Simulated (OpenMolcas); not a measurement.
# Multiconfigurational calculation on Pt3+

Pt3+ among 4 point charges of -2.5 e arranged as a tetrahedron (Td), 1.89 Å from the ion.

Input:

```
&GATEWAY
Coord
1

Pt 0.0 0.0 0.0
Basis=ANO-RCC-VDZP
Group=NoSym
NoMove
AngMom=0.0 0.0 0.0
AMFI
XField
4 Angstrom 0
1.091192 1.091192 1.091192 -2.500000
1.091192 -1.091192 -1.091192 -2.500000
-1.091192 1.091192 -1.091192 -2.500000
-1.091192 -1.091192 1.091192 -2.500000
&SEWARD
&RASSCF
FileOrb=start.orb
Symmetry=1
Spin=4
nActEl=7 0 0
Inactive=34
Ras2=5
CIRoot=10 10 1
SDav=10
CIMx=300
Iter=120 100
PrWF=0.3
OrbListing=Nothing
MaxOrb=0
>>> COPY $Project.JobIph JOB001
&RASSCF
FileOrb=start.orb
Symmetry=1
Spin=2
nActEl=7 0 0
Inactive=34
Ras2=5
CIRoot=40 40 1
SDav=40
CIMx=300
Iter=120 100
PrWF=0.3
OrbListing=Nothing
MaxOrb=0
>>> COPY $Project.JobIph JOB002
&RASSI
NrOfJobIphs=2 10 40
1 2 3 4 5 6 7 8 9 10
1 2 3 4 5 6 7 8 9 10 11 12 13 14 15 16 17 18 19 20 21 22 23 24 25 26 27
28 29 30 31 32 33 34 35 36 37 38 39 40
IphNames
JOB001
JOB002
EJob
SpinOrbit
DIPRint=1.0
SOCoupling=1000.0
Subsets=2
Property=9
'ANGMOM' 1 'ANGMOM' 2 'ANGMOM' 3 'MLTPL  1' 1 'MLTPL  1' 2 'MLTPL  1' 3
'AMFI' 1 'AMFI' 2 'AMFI' 3
SOProperty=3
'ANGMOM' 1 'ANGMOM' 2 'ANGMOM' 3
```

A driver script runs the steps one by one and writes start.orb anew before each from the orbitals found so far.

Output, cut to the results:

```
--- SEWARD ---
Basis set label: PT.ANO-RCC...7S6P4D2F.

      Electronic valence basis set:
      ------------------
      Associated Effective Charge  78.000000 au
      Associated Actual Charge     78.000000 au
      Nuclear Model: Point charge

      Shell  nPrim  nBasis  Cartesian Spherical Contaminant
         s      24       7        X
         p      21       6        X
         d      15       4                 X
         f      11       2                 X
                  Relativistic Douglas-Kroll-Hess integrals:
                    - DKH order of Hamiltonian: 2
                    - DKH order of Properties : 0
                  Atomic mean-field integrals
--- RASSCF ---
Wave function specifications:
      -----------------------------

      Number of closed shell electrons          68
      Number of electrons in active shells       7
      Max number of holes in RAS1 space          0
      Max nr of electrons in RAS3 space          0
      Number of inactive orbitals               34
      Number of active orbitals                  5
      Number of secondary orbitals              20
      Spin quantum number                      1.5
      State symmetry                             1
Orbital specifications:
      -----------------------

      Symmetry species                           1
                                                 a
      Frozen orbitals                            0
      Inactive orbitals                         34
      Active orbitals                            5
      RAS1 orbitals                              0
      RAS2 orbitals                              5
      RAS3 orbitals                              0
      Secondary orbitals                        20
      Deleted orbitals                           0
      Number of basis functions                 59
      Number of CSFs                            10
      Number of root(s) required                10
      Iter CI   SX   CI       RASSCF       Energy    max ROT     max BLB   max BLB  Level Ln srch  Step   QN
          iter iter root      energy       change     param      element    value   shift minimum  type update
 Nr of preliminary CI iterations:   1
      Total energies have been shifted. Add               -18000.00 au
        1   1    8    0  -402.13185947    0.00E+00  -1.30E-01*  38  51 1  3.60E-01*  0.08   0.00    SX    NO
        2   1    8    0  -402.36517563   -2.33E-01*  5.55E-02   33  46 1  1.40E-01*  0.20   0.00    SX    NO
        3   1    7    0  -402.39434744   -2.92E-02*  1.96E-02   25  54 1  5.60E-02*  0.14   0.00    SX    NO
        4   1    7    0  -402.39982467   -5.48E-03*  1.13E-02   33  46 1  2.78E-02*  0.16   0.00    SX    NO
        5   1    7    0  -402.40106648   -1.24E-03*  3.62E-03   34  47 1 -1.61E-02*  0.15   0.70    QN   YES
        6   1    6    0  -402.40146049   -3.94E-04*  1.75E-03   35  44 1  1.91E-03*  0.15   1.10    QN   YES
        7   1    6    0  -402.40147738   -1.69E-05*  6.84E-04   38  43 1  5.36E-04*  0.15   1.30    QN   YES
        8   1    5    0  -402.40147876   -1.38E-06*  2.25E-05   35  48 1 -5.68E-05   0.15   1.04    QN   YES
        9   1    4    0  -402.40147877   -6.45E-09  -3.58E-06   35  48 1 -8.02E-06   0.15   1.12    QN   YES
      Convergence after  9 iterations
       10   1    4    0  -402.40147877   -1.71E-10  -3.58E-06   39  52 1  1.43E-06   0.15   1.12    QN   YES
      Natural orbitals and occupation numbers for root  1
      sym 1:   2.000000   1.000000   1.000000   1.000000   2.000000
      Natural orbitals and occupation numbers for root  2
      sym 1:   1.878194   1.121806   1.878194   1.000000   1.121806
      Natural orbitals and occupation numbers for root  3
      sym 1:   1.104139   1.895861   1.104139   1.000000   1.895861
::    RASSCF root number  1 Total energy: -18402.44532090
::    RASSCF root number  2 Total energy: -18402.42294324
::    RASSCF root number  3 Total energy: -18402.42294324
::    RASSCF root number  4 Total energy: -18402.42294324
::    RASSCF root number  5 Total energy: -18402.40756154
::    RASSCF root number  6 Total energy: -18402.40756154
::    RASSCF root number  7 Total energy: -18402.40756154
::    RASSCF root number  8 Total energy: -18402.35931747
::    RASSCF root number  9 Total energy: -18402.35931747
::    RASSCF root number 10 Total energy: -18402.35931747
--- RASSCF ---
Wave function specifications:
      -----------------------------

      Number of closed shell electrons          68
...
--- RASSI ---
SPIN-FREE ENERGIES:
  (Shifted by EMIN (a.u.) =     -18402.4453209013)

 SF State       Relative EMIN(au)   Rel lowest level(eV)    D:o, cm**(-1)      L_eff

     1             0.0000000000        0.0000000000              0.0000         3.0
     2             0.0223776613        0.6089271862           4911.3290         2.9
     3             0.0223776613        0.6089271862           4911.3290         2.9
     4             0.0223776613        0.6089271862           4911.3290         2.9
     5             0.0377593608        1.0274845498           8287.2218         2.9
     6             0.0377593608        1.0274845498           8287.2218         2.9
     7             0.0377593608        1.0274845498           8287.2218         2.9
    11             0.0748094974        2.0356701299          16418.7869         3.9
    12             0.0748094974        2.0356701299          16418.7869         3.9
    13             0.0748094974        2.0356701299          16418.7869         3.9
    14             0.0763407747        2.0773383080          16754.8634         3.9
    15             0.0763407747        2.0773383080          16754.8634         3.9
    16             0.0839574564        2.2845987752          18426.5318         3.9
     8             0.0860034270        2.3402724708          18875.5704         1.1
     9             0.0860034270        2.3402724708          18875.5704         1.1
    10             0.0860034270        2.3402724708          18875.5704         1.1
    17             0.0904364425        2.4609009676          19848.5049         3.7
    18             0.0904364425        2.4609009676          19848.5049         3.7
    19             0.0904364425        2.4609009676          19848.5049         3.7
    20             0.1010685277        2.7502147453          22181.9779         4.4
    21             0.1010685277        2.7502147453          22181.9779         4.4
...
```

Spin-orbit levels above the lowest (labels of Td):

```csv
E (cm-1),Degeneracy,Label,2S+1,g
0.0,4,Γ8,4 (90 %),
2831,4,Γ8,4 (82 %),
3683,2,Γ6,4 (79 %),4.18 4.18 4.18
10875,4,Γ8,4 (82 %),
11967,2,Γ6,4,2.39 2.39 2.39
11979,2,Γ7,4,3.77 3.77 3.77
14270,4,Γ8,4 (78 %),
14379,2,Γ7,4 (72 %),1.92 1.92 1.92
14985,4,Γ8,4 (51 %),
19922,2,Γ6,2 (80 %),3.56 3.56 3.56
20230,4,Γ8,4 (79 %),
20605,4,Γ8,2 (71 %),
21621,4,Γ8,4 (76 %),
23417,2,Γ7,4,2.46 2.46 2.46
23586,4,Γ8,2 (85 %),
25630,2,Γ6,4 (63 %),1.99 1.99 1.99
27092,4,,2 (88 %),
27877,2,Γ7,2,3.72 3.72 3.72
28481,2,Γ6,2,2.31 2.31 2.31
29201,4,,2,
```

Spin-orbit coupling mixes the spin-free states strongly: the lowest level takes only 54 % from its leading state, 4A2. Without dynamic correlation the repulsion within the d shell is too large (B by tens of per cent), so at a given field states of lower spin stand too high. This is an electrostatic model: the charges have no orbitals. No measured value stands beside these numbers.
